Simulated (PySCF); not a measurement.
**Diatomics of H with group 7**

CCSD(T) with triple-zeta basis sets in PySCF, for the lowest determinant that a PBE0 search found; no spin–orbit coupling. De refers to high-spin ground-configuration atoms.

| M | basis | reference, frozen orbitals | state (unpaired electrons) | Re (Å) | ωe (cm⁻¹) | De (eV) |
| --- | --- | --- | --- | --- | --- | --- |
| Mn | def2-TZVPP | UHF, 5 | septet (σ ↑↑, π ↑↑, δ ↑↑) | 1.730 | 1544 | 1.65 |
| Tc | def2-TZVPP | ROHF, 0 | quintet (σ ↑, π ↑, δ ↑↑) | 1.642 | 1890 | 1.89 |
| Re | def2-TZVPP | ROHF, 0 | quintet (π ↑↑, δ ↑↑) | 1.633 | 2092 | 2.08 |

The shortest bond is that of ReH (1.633 Å), the longest that of MnH (1.730 Å).

The state changes along the series, so neighbouring rows are not always alike in their bonding.

Correlated steps freeze the inner cores (0 to 5 orbitals); shallow outer-core shells are correlated. UHF and ROHF references stand side by side, which adds small steps between rows. These are scalar-relativistic numbers at best; spin–orbit coupling would shift them, the dissociation energy most. With d or f electrons several states lie close, and the lowest PBE0 determinant need not be the measured ground state.
